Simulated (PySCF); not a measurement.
C4H12O2Si, SMILES CC[SiH](OC)OC, GFN2-xTB optimised geometry.

```
19

Si    -0.57    -0.13     0.00
C     -1.05    -1.06     1.58
C     -0.51    -2.48     1.64
O     -1.02     1.44     0.00
C     -2.30     1.98     0.09
O      1.05    -0.13     0.00
C      1.91     0.57    -0.86
H     -1.12    -0.77    -1.20
H     -2.14    -1.09     1.66
H     -0.69    -0.51     2.46
H     -0.79    -2.97     2.57
H      0.57    -2.47     1.57
H     -0.90    -3.07     0.82
H     -2.91     1.68    -0.76
H     -2.21     3.07     0.11
H     -2.80     1.65     1.01
H      2.91     0.53    -0.42
H      1.60     1.61    -0.97
H      1.92     0.10    -1.84
```

Density from PBE0/def2-SVP in PySCF at that geometry.

Minimum of the electron density along straight lines between bonded atoms, close to the bond critical point (lines longer than 1.1 times the sum of covalent radii, or with two minima, are not listed):

| bond | length / Å | ρ at the minimum / e bohr⁻³ | ∇²ρ there / e bohr⁻⁵ | position (fraction from the first atom) |
|---|---|---|---|---|
| Si1–C2 | 1.896 | 0.116 | 0.30 | 0.38 |
| C2–C3 | 1.524 | [?] | [?] | 0.50 |
| Si1–O4 | 1.632 | 0.127 | 1.05 | 0.41 |
| O4–C5 | 1.396 | 0.257 | -0.29 | 0.66 |
| Si1–O6 | 1.616 | 0.132 | 1.11 | 0.41 |
| O6–C7 | 1.399 | 0.255 | -0.28 | 0.66 |
| Si1–H8 | 1.471 | 0.118 | [?] | 0.49 |
| C2–H9 | 1.092 | 0.270 | -0.94 | 0.62 |
| C2–H10 | 1.092 | 0.271 | -0.95 | 0.62 |
| C3–H11 | 1.089 | 0.276 | -1.00 | 0.62 |
| C3–H12 | 1.086 | 0.279 | -1.03 | 0.63 |
| C3–H13 | 1.087 | 0.277 | -1.01 | 0.62 |
| C5–H14 | 1.093 | 0.281 | -1.06 | 0.63 |
| C5–H15 | 1.091 | 0.283 | -1.09 | 0.64 |
| C5–H16 | 1.092 | 0.281 | -1.06 | 0.63 |
| C7–H17 | 1.091 | 0.283 | -1.09 | 0.64 |
| C7–H18 | 1.091 | 0.283 | -1.08 | 0.64 |
| C7–H19 | 1.092 | 0.281 | -1.06 | 0.63 |

Task: What belongs in the gaps?

Result: 
- C2–C3, ρ at the minimum / e bohr⁻³: 0.238
- C2–C3, ∇²ρ there / e bohr⁻⁵: -0.52
- Si1–H8, ∇²ρ there / e bohr⁻⁵: 0.32
